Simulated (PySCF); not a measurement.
TaCl2, SMILES [Cl][Ta][Cl] (connectivity only; charge and spin as stated), neutral, multiplicity 4.

Geometry optimised at B3LYP-D3(BJ)/def2-TZVP. The spin state was assumed, not searched. The def2 effective core potentials stand for the cores of Ta; spin–orbit coupling is left out.

Method: PBE/def2-TZVPD (PySCF).

The molecule is in vacuum.

```
Quantity                                                           Value
-----------------------------------------------  -----------------------
total energy                                          -977.14809 hartree
point group                                                          D∞h
α spin, highest occupied and lowest empty level       -4.76 and -3.70 eV
β spin, highest occupied and lowest empty level       -8.43 and -3.62 eV
dipole moment                                                     0.00 D
mean static polarisability                         79.9 bohr³ (11.84 Å³)
polarisability, principal values                 68.1, 68.1, 103.4 bohr³
⟨S²⟩                                             3.764 (pure state 3.75)
```
